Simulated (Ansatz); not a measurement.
A structure relaxed at B3LYP-D4/def2-SVP in Ansatz, charge 0, singlet:

```xyz
4

Al    1.331    0.342   -1.689
Al   -1.938   -0.856    0.500
Te    0.915   -0.987    0.820
Te   -0.307    1.501    0.369
```

Q: Give its formula and point group.

A: Al₂Te₂. Point group C2v (tolerance 0.1 Å).

Q: Summarise the bond lengths by kind (pairs closer than 1.2 times the sum of covalent radii, bridged metal pairs left out).

A: 4 × Al–Te 2.87 Å; 1 × Te–Te 2.81 Å.

In the def2 sets Te takes a core potential; there is no spin–orbit coupling. Another isomer (singlet) lies 0.66 eV lower at PBE0-D4/def2-TZVP; other spin states weren't run for this one.
